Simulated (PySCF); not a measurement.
C₃H₇BO₃. Atoms are numbered in the order given.

```xyz
14

O      2.1454     0.0486     0.0336
B      0.8238    -0.2236    -0.0932
O      0.3049    -1.4846    -0.0224
C     -1.1261    -1.4226    -0.1695
C     -1.5277     0.0239     0.1516
C     -0.3214     0.8521    -0.3227
O     -0.2195     2.0792     0.3813
H      2.6794    -0.7415     0.1942
H     -1.5839    -2.1655     0.5007
H     -1.3851    -1.6977    -1.2074
H     -1.6168     0.1630     1.2418
H     -2.4892     0.3072    -0.3040
H     -0.4263     1.0373    -1.4173
H      0.7077     2.3490     0.3622
```
Charge 0, spin multiplicity 1.

Geometry: B3LYP-D3(BJ)/def2-SVP. The structure was generated by enumeration; whether it is a known compound was not checked. One conformer was computed; it need not be the lowest.

Level of theory: TDA-PBE0/def2-SVPD (PySCF).

Vertical excitations. Isolated molecule, no solvent.

Computed UV-visible absorptions:
```json
[
 {"state": "S1", "energy (eV)": "6.50", "λ (nm)": "191", "f": "0.002", "main pairs": "HOMO→LUMO 83 %, HOMO→LUMO+1 15 %"},
 {"state": "S2", "energy (eV)": "6.97", "λ (nm)": "178", "f": "0.006", "main pairs": "HOMO→LUMO+1 81 %, HOMO→LUMO 14 %"},
 {"state": "S3", "energy (eV)": "7.37", "λ (nm)": "168", "f": "0.010", "main pairs": "HOMO→LUMO+2 88 %"},
 {"state": "S4", "energy (eV)": "7.53", "λ (nm)": "165", "f": "0.003", "main pairs": "HOMO−1→LUMO 92 %"},
 {"state": "S5", "energy (eV)": "7.72", "λ (nm)": "161", "f": "0.018", "main pairs": "HOMO→LUMO+3 66 %, HOMO−2→LUMO 13 %"},
 {"state": "S6", "energy (eV)": "7.81", "λ (nm)": "159", "f": "0.008", "main pairs": "HOMO−2→LUMO 60 %, HOMO→LUMO+3 18 %, HOMO−1→LUMO+1 13 %"},
 {"state": "T1", "energy (eV)": "6.19", "λ (nm)": "200", "f": "0", "main pairs": "HOMO→LUMO+1 54 %, HOMO→LUMO 41 %"},
 {"state": "T2", "energy (eV)": "6.61", "λ (nm)": "187", "f": "0", "main pairs": "HOMO→LUMO 48 %, HOMO→LUMO+1 31 %, HOMO→LUMO+3 9 %"}
]
```
Triplets are in the Tamm–Dancoff approximation.
